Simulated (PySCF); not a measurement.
**Polarisability and C₆ of Mo⁺ (molybdenum, charge +1)**

[Kr] 4d5, high-spin 6S determinant. Computed with PySCF 2.14 in aug-cc-pwCVDZ-PP with ECP28MDF, with a scalar-relativistic core potential. Coupled (time-dependent) response in atomic units; α is the mean over directions. A double-zeta set is small for polarisabilities.

```
   method  mean α (bohr³)  C₆ (like pair)  S(−4)
CAM-B3LYP           19.78           126.6  251.3
```

S(−4) is the Cauchy moment in α(ω) = α(0) + S(−4) ω² + …

α(iu) at CAM-B3LYP:

```tsv
u (hartree)	α(iu) (bohr³)
0	19.78
0.0500	19.18
0.100	17.71
0.200	14.33
0.300	11.76
0.500	8.548
0.750	6.160
1.00	4.637
1.50	2.883
2.00	1.952
3.00	1.048
5.00	0.4324
```

For an ion, C₆ is the dispersion term alone; charge-induced terms of lower order in 1/R come first.

Energies and moments cover only the electrons outside the core potential.
